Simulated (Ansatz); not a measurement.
`CB(F)C=O` + H₂ → `O=CBF` + CH₄  (hydrogenolysis of a B–C bond)

Isolated molecules relaxed with PBE0-D4/def2-TZVP in Ansatz; ΔE leaves out vibrations. CBS: MP2 limit from def2 TZ/QZ plus the TZ coupled-cluster correction, frozen cores. This one scheme is used for every species. DFT in def2-TZVPP. B3LYP here is the variant with VWN-RPA as its local correlation; programs differ in this. One conformer a species, not always the lowest.

| level | ΔE (kJ/mol) | difference from CCSD(T)/CBS |
| --- | --- | --- |
| BHLYP-D4 | -19.7 | -5.2 |
| ωB97X-V | -14.1 | 0.4 |
| ωB97M-V | -11.9 | 2.6 |
| revPBE | -15.8 | -1.3 |
| r2SCAN | -8.4 | 6.1 |
| B3LYP | -21.4 | -6.9 |
| r2SCAN0 | -11.7 | 2.8 |
| CCSD(T)/def2-SVP | -17.9 | -3.4 |
| MP2/def2-TZVPP | -13.0 | 1.5 |
| MP2/CBS(def2) | -11.5 | 3.0 |
| CCSD(T)/CBS | -14.5 | 0 |

Largest T1 diagnostic among the species: 0.015.

At CCSD(T), def2-SVP lies −3.4 kJ/mol from the extrapolated value and def2-TZVPP −1.5 kJ/mol. The D4 term adds +6.4 kJ/mol with B3LYP and +3.5 kJ/mol with PBE0; it sums over pairs of atoms, weighted by their polarisabilities, and B3LYP, whose exchange is more repulsive, gets the larger term. In def2-TZVPP, CCSD(T) changes the Hartree–Fock value by +19.9 kJ/mol (the triples alone add +3.5 kJ/mol) and MP2 by +22.9 kJ/mol.
